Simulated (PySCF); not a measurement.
# Correlation energy of Si⁺ (silicon, charge +1)

[Ne] 3s2 3p1, 2P determinant. Calculation: PySCF 2.14, in ANO-RCC-VTZP; the spin-free X2C one-electron Hamiltonian (Gaussian nucleus). Frozen: 1s2; 11 electrons correlated.

| level | correlation energy (mhartree) |
| --- | --- |
| CCSD | -78.06 |
| (T) | -1.69 |
| CCSD(T) | -79.75 |

Diagnostics: T1 = 0.0078, D1 = 0.0325, largest double amplitude 0.103.

Problem. Is a single reference adequate?

Solution. Mostly. T1 lies below 0.03, but a double amplitude of this size points to a near-degeneracy that CCSD handles and MP2 describes poorly.
